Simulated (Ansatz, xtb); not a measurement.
**CH4ClFGe: where a starting geometry ends**

The starting geometry of this gas-phase singlet has its atoms placed at random.

```xyz
8

C     0.9558   -1.9546   -0.9835
Cl   -2.0267   -1.0779    0.5956
F    -0.7859    0.2183   -1.5717
Ge    0.0705   -0.2278    0.3937
H    -0.9657    0.9806   -1.4591
H    -0.6961    0.3103   -0.5366
H    -1.7280    0.7497   -0.3532
H     0.9625    0.6945    2.0874
```

Question: Guess where an optimisation with r2SCAN-D4/def2-SVP ends from this start.

Answer: It loosens into CHClGe + FH + H2, which stay close as a complex. Distances that change by over a tenth: F3–H5 (0.79 → 0.94 Å). Contacts that open: F3–H6 (1.04 → 2.40 Å), Ge4–H6 (1.32 → 3.75 Å). Contacts that close: C1–Ge4 (2.38 → 1.82 Å), Ge4–H8 (2.12 → 1.53 Å), H6–H7 (1.14 → 0.76 Å).

The energy falls by 12.62 eV over 41 steps:

| step | E − E(last) (eV) |
| --- | --- |
| 1 | 12.621 |
| 5 | 1.246 |
| 10 | 0.347 |
| 14 | 0.275 |
| 19 | 0.175 |
| 23 | 0.100 |
| 28 | 0.035 |
| 32 | 0.018 |
| 37 | 0.000 |
| 41 | 0.000 |

Final geometry (Å):

```xyz
8

C     0.7335   -2.7025   -0.0870
Cl   -1.3998   -1.6097    0.0231
F    -0.3796    0.5729   -1.7478
Ge    0.7584   -0.9459    0.3990
H    -0.9870   -0.1261   -1.6021
H    -1.6674    1.8598   -0.1862
H    -2.0849    2.1896    0.3550
H     0.8132    0.4548    1.0188
```

From the same start GFN2-xTB ends elsewhere, in pieces: CH2ClFGe + H2.

From so rough a start the end depends on the optimiser's path, so another program may land elsewhere. The end wasn't checked by frequencies. Run with Ansatz 0.2.0, 5.9 min on 1 thread of Intel(R) Xeon(R) Processor @ 2.50GHz (Skylake/Cascade Lake), on a shared host.
